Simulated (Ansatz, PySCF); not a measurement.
Reaction (SMILES): F[CH]Br → F[CH-]Br (an electron is taken up)
Each molecule is optimised on its own at B3LYP-D3(BJ)/def2-TZVP (Ansatz, an electronic-structure program).

Quantity: adiabatic electron affinity (electronic energy difference), positive where the reaction releases energy, in eV. Valence correlation only, unless marked. Open shells are spin-unrestricted. No spin-orbit coupling. Frozen are the shells of the preceding noble gas and the d and f shells that filled before the atom's block. No relativistic terms. Anions need diffuse functions: aug- sets have them; def2-D sets add few; the other sets have none. CBS marks a two-point X^-3 extrapolation of the correlation energy; Hartree-Fock from the larger set. The bracket is a focal-point correction in the basis named.

RI-MP2/CBS(aug-cc-pVTZ,aug-cc-pVQZ)+[CCSD(T)-MP2]/aug-cc-pVTZ (Ansatz) gives 1.40 eV.

**Question.** Another calculation gave 1.09 eV. Which level was it?
A) r2SCANh/def2-TZVPD (Ansatz)
B) HF/def2-TZVPD (PySCF)
C) B2PLYP/def2-TZVPD (Ansatz)
D) BLYP/def2-TZVPD (Ansatz)

**Answer.** A, r2SCANh/def2-TZVPD (Ansatz). The others give 1.37 (BLYP), 1.26 (B2PLYP), 0.21 (HF) eV.
